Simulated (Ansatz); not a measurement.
One change: `[NH2][GaH][SeH]` becomes `[NH2][GaH][Br]`.

Ansatz, PBE0-D4/def2-TZVP geometries, multiplicity 1. Each molecule was computed in one conformer, which needn't be the lowest.

Scalar relativity is left out up to krypton.

| property | `[NH2][GaH][SeH]` |
| --- | --- |
| LUMO energy (PBE/def2-TZVPP) / eV | -1.28 |
| ideal-gas entropy at 298 K and 1 bar (rigid rotor, harmonic PBE0-D4/def2-TZVP) / J/(mol·K) | 334 |
| LUMO energy (PBE0/def2-TZVPP) / eV | -0.54 |
| LUMO energy (B3LYP/def2-TZVPP) / eV | -0.78 |
| HOMO–LUMO gap (PBE0/def2-TZVPP) / eV | 6.38 |
| size of the dipole moment (B3LYP/def2-TZVPP) / D | 1.43 |

Give the same properties after the change, and the shifts. (Best estimate.)

Ansatz gave: 
| property | `[NH2][GaH][Br]` | shift |
| --- | --- | --- |
| LUMO energy (PBE/def2-TZVPP) / eV | -1.56 | -0.28 |
| ideal-gas entropy at 298 K and 1 bar (rigid rotor, harmonic PBE0-D4/def2-TZVP) / J/(mol·K) | 320 | -14 |
| LUMO energy (PBE0/def2-TZVPP) / eV | -0.80 | -0.26 |
| LUMO energy (B3LYP/def2-TZVPP) / eV | -1.06 | -0.28 |
| HOMO–LUMO gap (PBE0/def2-TZVPP) / eV | 6.89 | 0.51 |
| size of the dipole moment (B3LYP/def2-TZVPP) / D | 2.54 | 1.11 |

With PBE0 the HOMO falls by 0.77 eV and the LUMO falls by 0.26 eV, so the gap widens by about 0.51 eV. PBE moves the HOMO by -0.62 eV and ωB97M-V by -0.94 eV. The zero-point energy changes by -18.9 kJ/mol with -3 modes. Dipoles are sizes alone; their direction can turn.

B3LYP here is the variant with VWN-RPA as its local correlation; programs differ in this.

Spin–orbit coupling is left out; it splits and shifts lone-pair levels of the heavy atoms by tenths of an eV.
